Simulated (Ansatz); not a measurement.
CH₅SSn (`[CH3][SnH][SH]`) radical. Charge 0, multiplicity 2. Sn: def2 effective core potential. The structure was optimised at the PBE0-D4/def2-TZVP level. It is one conformer, not always the lowest.

```xyz
8

C     0.454    0.216   -1.129
Sn    0.645   -0.165    0.992
S    -1.581   -0.115    1.945
H     0.082    1.226   -1.292
H    -0.254   -0.510   -1.534
H     1.425    0.099   -1.610
H     1.130   -1.802    1.269
H    -1.901    1.051    1.360
```

Q: What is the dipole moment at ωB97M-V/def2-TZVPP? (Estimate.)

A: Computed: 2.19 D, with components (1.24, 0.95, -1.54) D in this frame, pointing from negative to positive charge.

Q: And with PBE, r2SCAN, B3LYP? (An estimate is asked.)

A: Ansatz gave: PBE 2.03 D, r2SCAN 2.17 D, B3LYP 2.11 D.

Q: Give the Mulliken charges with ωB97M-V, B3LYP, PBE in def2-TZVPP. (Estimate.)

A: Computed: 
| atom | ωB97M-V | B3LYP | PBE |
| --- | --- | --- | --- |
| C1 | -0.59 | -0.56 | -0.55 |
| Sn2 | 0.49 | 0.59 | 0.53 |
| S3 | -0.36 | -0.38 | -0.36 |
| H4 | 0.14 | 0.12 | 0.12 |
| H5 | 0.16 | 0.14 | 0.14 |
| H6 | 0.14 | 0.12 | 0.13 |
| H7 | -0.09 | -0.14 | -0.12 |
| H8 | 0.12 | 0.10 | 0.11 |

B3LYP here is the variant with VWN-RPA as its local correlation; programs differ in this.
